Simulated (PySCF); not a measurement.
Computed properties of benzoquinone (C₆H₄O₂), SMILES O=C1C=CC(=O)C=C1

benzoquinone (C6H4O2), SMILES O=C1C=CC(=O)C=C1. The structure is a stationary point at PBE0-D3(BJ)/def2-SVP. Other conformers were not sampled. All values are computed for the isolated molecule unless a solvent is named; none is compared with measurement here.

**Structure.** The optimised structure has D2h symmetry. All 30 harmonic modes at PBE0-D3(BJ)/def2-SVP (PySCF) are real, so it is a minimum. With heavy atoms numbered as in [O:1]=[C:2]1[CH:3]=[CH:4][C:5](=[O:6])[CH:7]=[CH:8]1, the shortest bond between them is O1–C2 at 1.214 Å and the longest C5–C7 at 1.484 Å.

**Vibrations.** The strongest infrared lines (harmonic, unscaled, degenerate partners summed) lie at 1819 cm⁻¹ (371 km/mol, C 63 %, O 35 %), 1335 cm⁻¹ (90 km/mol, C 77 %, H 21 %), 917 cm⁻¹ (78 km/mol, C 54 %, H 43 %). The softest mode is at 97 cm⁻¹ and the zero-point energy is 53.9 kcal/mol.

**Electronic structure.** PBE0/def2-TZVP (PySCF) places the frontier levels at -7.94 and -3.66 eV, a gap of 4.28 eV, and gives a dipole moment of 0.00 D. PBE/def2-TZVP (PySCF) at the same geometry gives -6.29 and -4.51 eV, so its gap is 2.50 eV narrower. An orbital gap is neither the optical nor the fundamental gap.

**Excitations.** TDA-B3LYP/def2-SVPD (PySCF) has S1 at 2.53 eV (490 nm, f = 0.000, dark); the most intense of the 10 singlets computed lies at 5.26 eV (f = 0.37). T1 (TDA) is at 2.07 eV, 0.46 eV under S1. TDA-PBE/def2-SVPD (PySCF) puts S1 at 1.95 eV.

**NMR.** GIAO shifts at HF/pcSseg-1 (PySCF) (non-relativistic, atoms alike by connectivity averaged): ¹³C from 145.9 to 191.7 ppm against TMS; ¹H at 7.3 ppm against TMS.

**Solvation.** SMD-ωB97X/def2-SVP (PySCF) gives -5.6 kcal/mol in water, -7.1 kcal/mol in benzene, -6.2 kcal/mol in n-hexane (1 M in both phases, gas-phase geometry); of these solvents benzene holds the molecule best.
